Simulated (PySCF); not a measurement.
Simulated outer-valence photoelectron spectrum of `N#[C][Ga]([C]#N)[C]#N`. Computed with EOM-IP-CCSD/aug-cc-pVDZ in PySCF, restricted Hartree–Fock reference, 15 core orbitals frozen, non-relativistic, gas phase, PBE0-D3(BJ)/def2-SVP geometry.

Each root has a Gaussian of 0.8 eV full width with its one-hole share as area; cross sections and vibrations are left out, and the highest printed point is 100.

(ionisation energy (eV), intensity): (12.6, 0), (12.7, 0), (12.8, 1), (12.9, 2), (13.0, 3), (13.1, 7), (13.2, 12), (13.3, 20), (13.4, 32), (13.5, 46), (13.6, 61), (13.7, 76), (13.8, 89), (13.9, 98), (14.0, 100), (14.1, 96), (14.2, 87), (14.3, 73), (14.4, 58), (14.5, 42), (14.6, 29), (14.7, 18), (14.8, 11), (14.9, 6), (15.0, 3), (15.1, 1), (15.2, 1), (15.3, 0), (15.4, 0)

Q: Where are the maxima, and how many lines lie under the curve?

A: 1 maxima, at 14.0 eV, from 4 lines (6 roots with degenerate partners counted). At this width some lines have no maximum of their own.

Q: List the lines with their holes.

A: 
```csv
E (eV),leading hole (HF orbital),area,Koopmans (eV)
13.75,HOMO,0.95,13.88
13.86,HOMO-1/HOMO-2,1.91,13.91
14.12,HOMO-3/HOMO-4,1.89,14.05
14.24,HOMO-5,0.95,14.28
```

The widest gap, 0.26 eV, lies between 13.86 and 14.12 eV. Only orbitals with −ε under 21 eV, eight at most, were ionised, so the high end of the curve may lack lines.

Hardware: an Intel Xeon 6975P-C with one thread, shared host with 64 logical CPUs at a one-minute load of 20. Cost: 5.3 min, 3.1 GiB resident at most.
